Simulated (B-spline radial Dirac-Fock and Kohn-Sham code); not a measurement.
Dipole and non-dipole photoemission parameters of Tb³⁺ 4f7/2

System: Tb³⁺, [Xe] 4f8; threshold 43.06 eV (orbital energy of the model). Calculated with a radial B-spline solver, using Dirac-Hartree-Slater photoionisation with a Latter tail; cross sections with all multipoles, angular parameters from the dipole term and its interference with E2.

For linearly polarised light dσ/dΩ = σ/(4π) [1 + β P₂(cos θ) + (δ + γ cos²θ) sin θ cos φ], with θ from the polarisation vector and φ the angle between the beam and the projection of the electron momentum on the plane normal to the polarisation.

| hν (eV) | σ (kb) | β | γ | δ |
| --- | --- | --- | --- | --- |
| 85.1 | 3330 | 0.433 | 0.004 | 0.010 |
| 99.6 | 3470 | 0.376 | 0.003 | 0.012 |
| 116 | 3380 | 0.358 | 0.003 | 0.014 |
| 126 | 3260 | 0.361 | 0.004 | 0.015 |
| 129 | 3230 | 0.363 | 0.004 | 0.015 |
| 198 | 2300 | 0.480 | 0.009 | 0.021 |
| 200 | ? | ? | ? | ? |
| 258 | 1600 | 0.594 | 0.014 | 0.025 |
| 269 | 1490 | 0.613 | 0.015 | 0.026 |
| 300 | 1230 | 0.665 | 0.019 | 0.029 |
| 591 | 258 | 0.955 | 0.087 | 0.050 |
| 637 | 210 | 0.978 | 0.102 | 0.053 |
| 766 | 123 | 1.025 | 0.149 | 0.061 |
| 841 | 92.8 | 1.042 | 0.178 | 0.066 |
| 1000 | 54.0 | 1.063 | 0.240 | 0.076 |
| 1253.6 | 25.8 | 1.068 | 0.338 | 0.091 |
| 2000 | 5.00 | 1.009 | 0.582 | 0.134 |
| 2720 | 1.58 | 0.932 | 0.756 | 0.174 |
| 2984.4 | 1.10 | 0.906 | 0.809 | 0.189 |
| 3560 | 0.552 | 0.853 | 0.909 | 0.221 |
| 4490 | 0.216 | 0.783 | 1.038 | 0.271 |
| 4760 | 0.170 | 0.765 | 1.071 | 0.286 |
| 5414.7 | 0.0992 | 0.726 | 1.142 | 0.320 |
| 5520 | 0.0915 | 0.721 | 1.153 | 0.325 |
| 7070 | 0.0317 | 0.648 | 1.286 | 0.402 |
| 7530 | 0.0240 | 0.629 | 1.317 | 0.424 |
| 8047.8 | 0.0179 | 0.610 | 1.349 | 0.448 |
| 9000 | 0.0109 | 0.578 | 1.399 | 0.491 |
| 10300 | 0.00594 | 0.541 | 1.451 | 0.548 |
| 12500 | 0.00246 | 0.491 | 1.513 | 0.637 |

Q: Give the values at 200 eV.

A: σ = 2270 kb, β = 0.484, γ = 0.009, δ = 0.021.
